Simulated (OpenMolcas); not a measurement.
## Pd4+: moving or changing the point charges

Pd4+ among 6 point charges of -1.7 e arranged as a tetragonal octahedron (D4h), 1.9 Å from the ion, with the axial distance 2.166 Å.
```
   1.9000    0.0000    0.0000  -1.70
   0.0000    1.9000    0.0000  -1.70
  -1.9000    0.0000    0.0000  -1.70
   0.0000   -1.9000    0.0000  -1.70
   0.0000    0.0000    2.1660  -1.70
   0.0000    0.0000   -2.1660  -1.70
```

```yaml
Program: OpenMolcas 26.06
Method: "SS-CASPT2, IPEA 0.25 Eh, imaginary shift 0.1 Eh (closed shells correlated: 4s 4p)"
Basis: ANO-RCC-VTZP [7s6p4d2f1g]
Scalar_Hamiltonian: DKH2, point nucleus
Active_space: 6 electrons in 5 orbitals (4d)
State_averaging: 2S+1 = 5 even, 5 roots; 2S+1 = 3 even, 45 roots; 2S+1 = 1 even, 50 roots
Spin-orbit_coupling: RASSI with atomic mean-field integrals over the reference wave functions
```

Runs around this geometry, states (labels of D4, the rotations of D4h). Energies in cm-1 above the lowest state or level, χT in cm3 K/mol.

| R (Å) | q (e) | Axial / equatorial distance | Ground state | First state of that spin | First gap with spin-orbit (degeneracies) | χT at 300 K | First state of another spin |
| --- | --- | --- | --- | --- | --- | --- | --- |
| 1.9 | -1.1 | 1.14 | 5E | 5B2 1980 | 74 (1, 2) | 4.822 | 3E 18370 |
| 1.71 | -1.7 | 1.14 | 5E | 5B2 3800 | 43 (2, 1) | 4.229 | 3E 13840 |
| 1.9 | -1.7 | 1.14 | 5E | 5B2 3000 | 27 (1, 2) | 4.537 | 3E 17010 |
| 1.98 | -1.7 | 1.14 | 5E | 5B2 2720 | 57 (1, 2) | 4.685 | 3E 17760 |
| 1.9 | -1.7 | 1.23 | 5E | 5A1 2290 | 63 (1, 1) | 4.771 | 3E 16960 |

Taking the first state of the same spin as R^-n, n = -ln(2720 / 3800) / ln(1.98 / 1.71) = 2.3 between the shortest and longest distance.

Scaling the charges by -1.1 / -1.7 = 0.65 scales the first state of the same spin by 1980 / 3000 = 0.66; with fixed orbitals a first-order splitting would follow the charge.

Roots that are degenerate in the reference are averaged as groups; the widest CASPT2 spread within a group is 13 cm-1 (the 2-fold group of multiplicity 5 near 0 cm-1 above the lowest state of its run, R = 1.9, q = -1.7, ratio = 1.14). Shifts and gaps below about the spread of the groups concerned are not significant. An orbital doublet at a regular site is open to a Jahn-Teller distortion, which this geometry leaves out. Point charges give a weaker field than real ligands, and real ions of this kind are as a rule low spin; the high spin found here belongs to the model. Free-ion shares, where given, are those of the reference states; single-state CASPT2 does not remix them. This shell can be high or low spin here, a state of another spin lies low, and with metal d orbitals alone active their balance is uncertain, so the ground spin may be wrong (holds for R = 1.71, q = -1.7, ratio = 1.14). Point charges carry no covalency, so the field is a model and not that of real ligands. No measured value stands beside these numbers.
